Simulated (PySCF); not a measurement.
C5H5 (anion, charge -1), SMILES c1cc[cH-]c1, CAM-B3LYP/def2-SVP optimised geometry.

```
10

C     -0.70    -1.19     0.00
C      0.71    -1.19     0.00
C      1.14     0.15     0.00
C      0.00     0.98     0.00
C     -1.14     0.15     0.00
H     -1.35    -2.08     0.00
H      1.35    -2.08     0.00
H      2.18     0.49     0.00
H      0.00     2.08     0.00
H     -2.18     0.49     0.00
```

Density from CAM-B3LYP/def2-TZVPD in PySCF 2.14.0 at that geometry.

Minimum of the electron density along straight lines between bonded atoms, close to the bond critical point (lines longer than 1.1 times the sum of covalent radii, or with two minima, are not listed):

```tsv
bond	length / Å	ρ at the minimum / e bohr⁻³	∇²ρ there / e bohr⁻⁵	position (fraction from the first atom)
C1–C2	1.411	0.303	-0.83	0.50
C2–C3	1.411	0.303	-0.83	0.50
C3–C4	1.411	0.303	-0.83	0.50
C1–C5	1.411	0.303	-0.83	0.50
C4–C5	1.411	0.303	-0.83	0.50
C1–H6	1.095	0.270	-0.92	0.63
C2–H7	1.095	0.270	-0.92	0.63
C3–H8	1.095	0.270	-0.92	0.63
C4–H9	1.095	0.270	-0.92	0.63
C5–H10	1.095	0.270	-0.92	0.63
```
